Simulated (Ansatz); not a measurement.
The same path of BClFH + ClH (6 atoms, charge 0, multiplicity 1) was run 3 times with different band settings. Lost on the way: B1–F2, Cl5–H6. Made: B1–Cl5, F2–H6.

The calculation used RKS PBE0-D4/def2-SVP (Ansatz 0.2.0).

Relaxed end points:

```xyz
6
Properties=species:S:1:pos:R:3
B -0.043 0.314 -0.087
F -0.074 0.531 1.215
H 1.002 0.093 -0.635
Cl -1.529 0.456 -0.987
Cl -0.177 -2.660 0.996
H -0.181 -1.822 1.974
```

```xyz
6
Properties=species:S:1:pos:R:3
B -0.086 -0.516 -0.388
F -0.072 0.130 2.015
H 0.994 -0.016 -0.515
Cl -1.521 0.297 -0.928
Cl -0.195 -2.197 0.148
H -0.121 -0.786 2.144
```

Common settings: optimiser quadratic models (default); start path through a guess of the saddle point; force threshold 0.05 eV/Å; iteration limit 60; end points relaxed.

| run | movable images | climbing image | spring |
| --- | --- | --- | --- |
| 1 | 7 | yes | 5.0 eV/Å² |
| 2 | 1 | no | 5.0 eV/Å² |
| 3 | 7 | yes | 0.5 eV/Å² |

Q: What does each run give, and how far can it be trusted?

A: Run 1: converged after 14 iterations, highest image 0.989 eV above the first end. A vibrational analysis at the climbing image gives one clearly imaginary mode, 852i cm⁻¹: a first-order saddle point.
Run 2: converged after 10 iterations, highest image 0.799 eV above the first end. No image climbed, so the highest image needn't sit at the top of the path. So few images can step over the top or miss a turn of the path.
Run 3: converged after 14 iterations, highest image 0.989 eV above the first end. Another band between the same ends (7 images) ends at a top of the same energy, where a vibrational analysis finds 1 clearly imaginary mode.
The orbitals stay closed-shell, which can raise the energy where a bond breaks towards radicals; this wasn't checked here.
